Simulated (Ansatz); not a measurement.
Born–Oppenheimer molecular dynamics of FGeH3 (5 atoms, charge 0, multiplicity 1). It starts from a relaxed structure.

All numbers below come from RKS PBE/def2-mTZVP (Ansatz 0.2.0).

```
ensemble                      : NVE (velocity Verlet)
time step                     : 0.5 fs
steps asked                   : 250
starting velocities drawn for : 300 K
seed                          : 771726
```

First frame:

```xyz
5
Properties=species:S:1:pos:R:3
Ge 0.032 -0.054 0.022
H -0.010 0.018 1.566
H 1.473 0.018 -0.531
F -0.803 1.391 -0.568
H -0.752 -1.266 -0.532
```

Problem. How far do the bonds stretch over the last three quarters of this one trajectory? (Pairs bonded in most of those frames.)

Solution. 
```csv
bond,mean (Å),spread (Å),shortest,longest
Ge1–H2,1.548,0.016,1.52,1.57
Ge1–H3,1.550,0.031,1.50,1.60
Ge1–F4,1.771,0.014,1.75,1.79
Ge1–H5,1.549,0.032,1.50,1.60
```

Mean temperature of the second half: 146 K. The conserved energy stayed within 0.089 meV per atom of its start (net change 0.027 meV per atom), so the integration is sound. Over the second half the temperature averaged 0.49 of the 300 K drawn at the start: a run that starts near a minimum puts about half its kinetic energy into the potential. A run of 0.12 ps of so small a system gives no equilibrium averages.

Run time: 2.7 min on 1 thread of Intel(R) Xeon(R) Platinum 8559C (Emerald Rapids), on a shared host, peak memory 0.12 GiB.
